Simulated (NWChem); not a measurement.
System: C3H4BNO; SMILES OB1C=CC=N1

Excerpt of the output:

```
             Northwest Computational Chemistry Package (NWChem) 7.3.0
             --------------------------------------------------------

                             Geometry "geometry" -> ""
                             -------------------------

 Output coordinates in angstroms (scale by  1.889725989 to convert to a.u.)

  No.       Tag          Charge          X              Y              Z
 ---- ---------------- ---------- -------------- -------------- --------------
    1 O                    8.0000     0.11765500    -2.09871000     0.00000000
    2 B                    5.0000     0.05396400    -0.75267300     0.00000000
    3 C                    6.0000     1.26659400     0.27168600     0.00000000
    4 C                    6.0000     0.65181600     1.46647700     0.00000000
    5 C                    6.0000    -0.84714400     1.23522900     0.00000000
    6 N                    7.0000    -1.23421300     0.01170800     0.00000000
    7 H                    1.0000    -0.78020100    -2.47146700     0.00000000
    8 H                    1.0000     2.34121100     0.12669200     0.00000000
    9 H                    1.0000     1.09932700     2.45778200     0.00000000
   10 H                    1.0000    -1.55574700     2.07054000     0.00000000

 Effective nuclear repulsion energy (a.u.)     195.2351240435

                              NWChem Property Module
                              ----------------------

  itol2e modified to match energy
  convergence criterion.

                                 NWChem DFT Module
                                 -----------------

 Summary of "ao basis" -> "ao basis" (spherical)
 ------------------------------------------------------------------------------
       Tag                 Description            Shells   Functions and Types
 ---------------- ------------------------------  ------  ---------------------
 O                          pcsseg-1                 7       17   3s3p1d
 B                          pcsseg-1                 7       17   3s3p1d
 C                          pcsseg-1                 7       17   3s3p1d
 N                          pcsseg-1                 7       17   3s3p1d
 H                          pcsseg-1                 3        5   2s1p

  itol2e modified to match energy
  convergence criterion.

            General Information
            -------------------
          SCF calculation type: DFT
          Wavefunction type:  closed shell.
          No. of atoms     :    10
          No. of electrons :    42
           Alpha electrons :    21
            Beta electrons :    21
          Charge           :     0
          Spin multiplicity:     1
          Use of symmetry is: off; symmetry adaption is: off
          Maximum number of iterations: 150
          AO basis - number of functions:   122
                     number of shells:    54
          Convergence on energy requested:  1.00D-07
          Convergence on density requested:  1.00D-05
          Convergence on gradient requested:  5.00D-04

              XC Information
              --------------
                         PBE0 Method XC Functional
                     Hartree-Fock (Exact) Exchange  0.250
          PerdewBurkeErnzerhof Exchange Functional  0.750
            Perdew 1991 LDA Correlation Functional  1.000 local
           PerdewBurkeErnz. Correlation Functional  1.000 non-local

[...]

          -----------------------------------------
          Chemical Shielding Tensors (GIAO, in ppm)
          -----------------------------------------

                                NWChem CPHF Module
                                ------------------

  scftype          =     RHF
  nclosed          =       21
  nopen            =        0
  variables        =     2121
  # of vectors     =        3
  tolerance        = 0.10D-03
  level shift      = 0.00D+00
  max iterations   =       50
  max subspace     =       30

 SCF residual:    7.6579221713220808E-005

Iterative solution of linear equations
  No. of variables     2121
  No. of equations        3
  Maximum subspace       30
        Iterations       50
       Convergence  1.0D-04

   iter   nsub   residual    time
   ----  ------  --------  ---------
     1      3    1.03D+00      76.2
     2      6    1.60D-01      84.4
     3      9    8.09D-03      92.8
     4     12    9.95D-04     101.3
     5     15    8.11D-05     109.5

      Atom:    1  O
        Diamagnetic
    387.0908      7.2159     -0.0000
      7.2159    403.7088     -0.0000
     -0.0000     -0.0000    372.4953

        Paramagnetic
   -343.8257    -38.4525      0.0000
    -38.4525   -242.3945      0.0000
      0.0000      0.0000    -84.6881

        Total Shielding Tensor
     43.2652    -31.2366      0.0000
    -31.2366    161.3143     -0.0000
      0.0000     -0.0000    287.8072

           isotropic =     164.1289
          anisotropy =     185.5175

          Principal Components and Axis System
                 1           2           3
              287.8072    169.0702     35.5093

      1         0.0000     -0.2410      0.9705
      2        -0.0000      0.9705      0.2410
      3         1.0000      0.0000     -0.0000

      Atom:    2  B
        Diamagnetic
    199.0790      0.5805     -0.0000
      0.5805    203.5689     -0.0000
     -0.0000     -0.0000    176.2233

        Paramagnetic
   -158.0817      0.7068      0.0000
      0.7068   -130.6304     -0.0000
      0.0000     -0.0000   -110.2759

        Total Shielding Tensor
     40.9973      1.2872     -0.0000
      1.2872     72.9385     -0.0000
     -0.0000     -0.0000     65.9474

           isotropic =      59.9611
          anisotropy =      19.5438

          Principal Components and Axis System
                 1           2           3
               72.9903     65.9474     40.9455

      1         0.0402      0.0000      0.9992
      2         0.9992      0.0000     -0.0402
      3        -0.0000      1.0000      0.0000

      Atom:    3  C
        Diamagnetic
    258.7891     -2.8524     -0.0000
     -2.8524    266.3691     -0.0000
     -0.0000     -0.0000    239.1277

        Paramagnetic
   -348.3937    -28.9567      0.0000
    -28.9567   -242.2211      0.0000
      0.0000      0.0000    -62.4888

        Total Shielding Tensor
    -89.6046    -31.8091      0.0000
    -31.8091     24.1480     -0.0000
      0.0000     -0.0000    176.6388

           isotropic =      37.0608
          anisotropy =     209.3671

          Principal Components and Axis System
                 1           2           3
              176.6388    -97.8952     32.4387

      1         0.0000      0.9677     -0.2522
      2        -0.0000      0.2522      0.9677
      3         1.0000     -0.0000      0.0000

      Atom:    4  C
        Diamagnetic
    266.8625     -3.0556     -0.0000
     -3.0556    260.0334     -0.0000
     -0.0000     -0.0000    239.3202

        Paramagnetic
   -334.7317    -68.9887      0.0000
    -68.9887   -239.7539     -0.0000
      0.0000     -0.0000   -112.7684

        Total Shielding Tensor
    -67.8692    -72.0442      0.0000
    -72.0442     20.2796     -0.0000
      0.0000     -0.0000    126.5518

           isotropic =      26.3207
          anisotropy =     150.3467

          Principal Components and Axis System
                 1           2           3
              126.5518   -108.2515     60.6618

      1         0.0000      0.8723     -0.4889
      2        -0.0000      0.4889      0.8723
      3         1.0000     -0.0000      0.0000

      Atom:    5  C
        Diamagnetic
    262.6481      6.8834     -0.0000
      6.8834    258.4715      0.0000
     -0.0000      0.0000    235.6455

        Paramagnetic
   -370.3009     40.4110     -0.0000
     40.4110   -287.0524      0.0000
     -0.0000      0.0000   -134.5990

        Total Shielding Tensor
   -107.6528     47.2944     -0.0000
     47.2944    -28.5809      0.0000
     -0.0000      0.0000    101.0464

           isotropic =     -11.7291
          anisotropy =    -177.0461

          Principal Components and Axis System
                 1           2           3
             -129.7598    101.0464     -6.4739

      1         0.9059     -0.0000      0.4235
      2        -0.4235      0.0000      0.9059
      3         0.0000      1.0000     -0.0000

      Atom:    6  N
        Diamagnetic
    321.1658     -4.4350      0.0000
     -4.4350    342.0573      0.0000
      0.0000      0.0000    312.4588

        Paramagnetic
   -514.2544    109.4924     -0.0000
    109.4924   -706.6261      0.0000
     -0.0000      0.0000    -50.2074

        Total Shielding Tensor
   -193.0887    105.0575     -0.0000
    105.0575   -364.5688      0.0000
     -0.0000      0.0000    262.2514

           isotropic =     -98.4687
          anisotropy =    -473.9460

          Principal Components and Axis System
                 1           2           3
             -414.4327    262.2514   -143.2248

      1        -0.4288     -0.0000      0.9034
      2         0.9034      0.0000      0.4288
      3        -0.0000      1.0000      0.0000

      Atom:    7  H
        Diamagnetic
     36.5795      9.9017     -0.0000
      9.9017     31.8399     -0.0000
     -0.0000     -0.0000     18.7871

        Paramagnetic
     -7.5674     -5.3060      0.0000
     -5.3060     -5.9621      0.0000
      0.0000      0.0000      1.7145

[...]
```

Level: PBE0/pcSseg-1, GIAO. Geometry: optimised at B3LYP/6-31G* (spherical d). The printed shielding anisotropy is the first printed principal value minus the mean of the other two.

Write an input that gives this output.

This is not unique; one that fits is the input that was run:
```
start job
memory heap 200 mb stack 900 mb global 1100 mb
geometry units angstroms noautosym nocenter noautoz
  O      0.117655    -2.098710     0.000000
  B      0.053964    -0.752673     0.000000
  C      1.266594     0.271686     0.000000
  C      0.651816     1.466477     0.000000
  C     -0.847144     1.235229     0.000000
  N     -1.234213     0.011708     0.000000
  H     -0.780201    -2.471467     0.000000
  H      2.341211     0.126692     0.000000
  H      1.099327     2.457782     0.000000
  H     -1.555747     2.070540     0.000000
end
basis spherical
  * library pcsseg-1
end
dft
  xc pbe0
  iterations 150
end
property
  shielding
end
task dft property
```
